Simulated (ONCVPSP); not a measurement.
**Before and after: ONCV potential for zirconium (Zr)**

Zr (Z = 40), optimised norm-conserving Vanderbilt (ONCV), made with ONCVPSP 4.0.1 (PBEsol, scalar-relativistic). Core [Ar] 3d10, reference 4s2 4p6 4d2 5s1 (charge +1). Waves: 4s+5s: rc 1.65 bohr, ncon 4, nbas 7, qcut 6.3 1/bohr, 2 projectors; 4p: rc 1.50 bohr, ncon 4, nbas 8, qcut 4.7 1/bohr, 2 projectors, debl 3.1 Ha; 4d: rc 2.35 bohr, ncon 3, nbas 7, qcut 7 1/bohr, 2 projectors, debl 3.6 Ha. Local part: polynomial inside 1.20 bohr (lpopt 5, dvloc0 2 Ha). Core correction: polynomial model core, fcfact 0.7.

All-electron outer shells of the reference configuration (PBEsol, scalar-relativistic, ld1.x):

```json
{"shell": "3d", "level (eV)": "-181.39", "outermost node (bohr)": "–", "outermost maximum (bohr)": "0.35"}
{"shell": "4s", "level (eV)": "-61.15", "outermost node (bohr)": "0.55", "outermost maximum (bohr)": "1.08"}
{"shell": "4p", "level (eV)": "-39.12", "outermost node (bohr)": "0.56", "outermost maximum (bohr)": "1.17"}
{"shell": "4d", "level (eV)": "-10.00", "outermost node (bohr)": "0.58", "outermost maximum (bohr)": "1.59"}
{"shell": "5s", "level (eV)": "-9.98", "outermost node (bohr)": "1.46", "outermost maximum (bohr)": "3.00"}
```

Change: local potential polynomial inside 1.20 bohr (lpopt 5, dvloc0 -2 Ha).

Cutoffs: the cutoffs (Ha) at which the residual kinetic energy of the hardest occupied pseudo-wave falls to 1 and 0.1 mHa per electron; they do not see the model core or the augmentation charge, which bear on the density cutoff. Errors are all-electron minus pseudo energies relative to the spin-unpolarised reference configuration.

Task: Predict the effect on cutoff, ghosts and configuration errors.

Result: The potential gets neither clearly harder nor softer (31 Ha and 86 Ha → 31 Ha and 86 Ha); a bound ghost appears in d, which as a rule spoils a file; of the 4 tests that both files solve, the error grows in 1 and shrinks in 0 by more than 15 % and 0.3 meV (median size 2.4 → 2.7 meV); the range in which the s phases agree narrows (upper end at the end of the scan → 2.6). In the separable form a ghost depends on how the local part lies against the semilocal potential of the channel, so the choice of the local part can create or remove one.

```csv
quantity,base,changed
"cutoff, loose",31 Ha,31 Ha
"cutoff, tight",86 Ha,86 Ha
bound ghosts,none,d
GHOST(+) flags under 300 eV,s at 177.6 eV,s at 114.7 eV
"error for 4s2 4p6 4d2 5s2, meV [ΔE -7.17 eV]",+0.6,+0.6
"error for 4s2 4p6 4d2 5s0, meV [ΔE 12.91 eV]",-2.4,-2.5
"error for 4s2 4p6 4d1 5s0, meV [ΔE 35.50 eV]",+4.6,+4.6
"error for 4s2 4p6 4d1 5s2, meV [ΔE 0.51 eV]",+2.5,+2.9
s: phases at 1.67 bohr within 0.05 rad from the reference energy up to (Ha; the scan ends near 5),to the end of the scan,2.6
p: phases at 1.53 bohr within 0.05 rad from the reference energy up to (Ha; the scan ends near 5),4.7,4.6
d: phases at 2.39 bohr within 0.05 rad from the reference energy up to (Ha; the scan ends near 5),to the end of the scan,to the end of the scan
"rms error of d²Exc/dni dnj with the model core, mHa",0.52,0.52
```

 A true bound ghost makes a file unfit for plane-wave use even where its test errors are small: the radial tests pick states by their node count and pass the ghost by.
